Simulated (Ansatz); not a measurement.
CH$_{4}$CdS, SMILES `[CH3][Cd][SH]`, relaxed with RKS PBE0-D4/def2-TZVP in Ansatz 0.2.0 from a PBE-D4/def2-SVP geometry. The force threshold is 0.005 eV/Å; the program also tests the step.

Total charge 0; spin multiplicity 1. Cd takes the def2 core potential.

Start:

```xyz
7

C     0.110    0.817   -1.189
Cd   -0.084   -0.591    0.379
S    -0.306   -2.191    2.120
H     1.007    0.587   -1.796
H     0.214    1.835   -0.765
H    -0.786    0.787   -1.839
H    -0.155   -1.243    3.089
```

```json
{"step": "1", "energy (eV)": "-16498.9977", "largest force (eV/Å)": "0.495", "largest move (Å)": "0.000"}
{"step": "2", "energy (eV)": "-16499.0191", "largest force (eV/Å)": "0.159", "largest move (Å)": "0.031"}
{"step": "3", "energy (eV)": "-16499.0199", "largest force (eV/Å)": "0.055", "largest move (Å)": "0.042"}
{"step": "4 (rejected)", "energy (eV)": "-16499.0185", "largest force (eV/Å)": "0.117", "largest move (Å)": "0.054"}
{"step": "5", "energy (eV)": "-16499.0212", "largest force (eV/Å)": "0.005", "largest move (Å)": "0.027"}
{"step": "6", "energy (eV)": "-16499.0212", "largest force (eV/Å)": "0.006", "largest move (Å)": "0.004"}
{"step": "7", "energy (eV)": "-16499.0212", "largest force (eV/Å)": "0.001", "largest move (Å)": "0.001"}
```

End:

```xyz
7

C     0.110    0.814   -1.184
Cd   -0.083   -0.582    0.380
S    -0.303   -2.166    2.104
H     0.993    0.584   -1.781
H     0.212    1.818   -0.771
H    -0.773    0.781   -1.823
H    -0.156   -1.249    3.075
```

Run time 32 s (2 threads of a server CPU on a shared host); peak host memory 0.28 GiB.
